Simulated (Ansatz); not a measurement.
Geometry optimisation, RKS PBE0/def2-SVP in Ansatz.

The input (input.yaml):

```yaml
crystal:
  periodic: [false, false, false]
  atoms:
    - { symbol: C, position_ang: [-1.4748, -0.4893, 0.021] }
    - { symbol: C, position_ang: [-0.1543, -0.1365, 0.5974] }
    - { symbol: F, position_ang: [-0.1785, -0.3272, 1.9551] }
    - { symbol: O, position_ang: [0.3281, 1.1971, 0.2828] }
    - { symbol: Ge, position_ang: [1.6714, 0.5508, -0.5879] }
    - { symbol: O, position_ang: [0.8586, -0.8981, -0.016] }
    - { symbol: H, position_ang: [-1.7653, -1.4991, 0.2222] }
    - { symbol: H, position_ang: [-1.4764, -0.2673, -1.0968] }
    - { symbol: H, position_ang: [-2.2836, 0.2366, 0.5071] }
    - { symbol: H, position_ang: [1.561, 0.7474, -2.0813] }
    - { symbol: H, position_ang: [2.9793, 0.8286, 0.2171] }
basis:
  gaussian: { orbitals: def2-SVP }
hamiltonian:
  xc: pbe0
relax:
  f_tol: 0.015
  max_steps: 40
output:
  orbitals: {}
```

Command:

```bash
$ ansatz run input.yaml --threads 2 --pin off --max-ram 3072MiB --backend cpu --events-out ev --progress --plain --runs-dir out
```

Task: Where does it end, and by what steps?

Result: The forces met the threshold. After 6 steps the energy has fallen by 0.487 eV; H10 moved furthest, 0.27 Å.

| step | energy less start (eV) | largest force component (eV/Å) | accepted |
| --- | --- | --- | --- |
| 0 | 0.0000 | 3.380 | yes |
| 1 | -0.4259 | 1.228 | yes |
| 2 | -0.4745 | 0.512 | yes |
| 3 | -0.4512 | 0.847 | no |
| 4 | -0.4868 | 0.036 | yes |
| 5 | -0.4871 | 0.060 | yes |
| 6 | -0.4873 | 0.004 | yes |

```xyz
11
Properties=species:S:1:pos:R:3
C -1.565 -0.464 0.053
C -0.172 -0.130 0.511
F -0.107 -0.306 1.864
O 0.215 1.186 0.217
Ge 1.736 0.570 -0.545
O 0.820 -0.921 -0.087
H -1.792 -1.508 0.307
H -1.647 -0.328 -1.032
H -2.283 0.197 0.557
H 1.826 0.815 -2.056
H 3.034 0.832 0.230
```

Whether the end is a true minimum wasn't checked by a vibrational analysis.

Run time: 38 s on 2 threads of Arm Neoverse V1, on a shared host, peak memory 0.35 GiB.
